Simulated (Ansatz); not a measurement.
Basis sets compared for BCl2(OMe) (CH₃BCl₂O). The state is a singlet with charge 0. Geometry B3LYP-D4/def2-SVP. Ansatz on 4 threads of Arm Neoverse V1 on a shared host; times are rough, and most runs start from earlier orbitals.

```csv
atom,x (Å),y (Å),z (Å)
B1,0.397,-1.076,0.632
Cl2,0.372,-2.049,-0.855
Cl3,0.873,-1.842,2.149
O4,0.069,0.215,0.653
C5,-0.345,1.020,-0.439
H6,0.294,1.915,-0.473
H7,-1.386,1.336,-0.272
H8,-0.275,0.480,-1.395
```

B3LYP takes the VWN-RPA correlation.

Binding counts from free atoms (B doublet, Cl doublet, O triplet, C triplet, H doublet) in the same basis, without a counterpoise term.

| level | functions | energy (Eh) | HOMO (eV) | LUMO (eV) | binding per atom (eV) | wall time |
| --- | --- | --- | --- | --- | --- | --- |
| PBE-D4/def2-SVP | 93 | -1059.5776 | -7.21 | -0.86 | 4.22 | 0.95 s |
| PBE-D4/def2-TZVP (with forces) | 185 | -1060.0524 | -7.46 | -1.24 | 4.15 | 2.3 s |
| r2SCAN-D4/def2-TZVP | 185 | -1060.4606 | -7.83 | -0.91 | 4.08 | 3.7 s |
| B3LYP-D4/6-31G | 59 | -1060.4334 | -8.62 | -0.41 | 3.79 | 1.1 s |
| B3LYP-D4/def2-TZVP | 185 | -1060.6420 | -8.61 | -0.45 | 4.02 | 4.3 s |
| PBE0-D4/def2-SVP | 93 | -1059.6665 | -8.72 | 0.08 | 4.13 | 1.6 s |
| PBE0-D4/def2-TZVP | 185 | -1060.1362 | -8.91 | -0.26 | 4.07 | 3.2 s |

(1) Estimate the rows for PBE-D4/def2-TZVPD, r2SCAN-D4/def2-TZVPD, PBE0-D4/def2-TZVPD.

## Answers

(1) 
```tsv
level	functions	energy (Eh)	HOMO (eV)	LUMO (eV)	binding per atom (eV)	wall time
PBE-D4/def2-TZVPD	233	-1060.0543	-7.52	-1.36	4.15	3.6 s
r2SCAN-D4/def2-TZVPD	233	-1060.4618	-7.86	-1.00	4.08	6 s
PBE0-D4/def2-TZVPD	233	-1060.1376	-8.95	-0.37	4.07	4.9 s
```
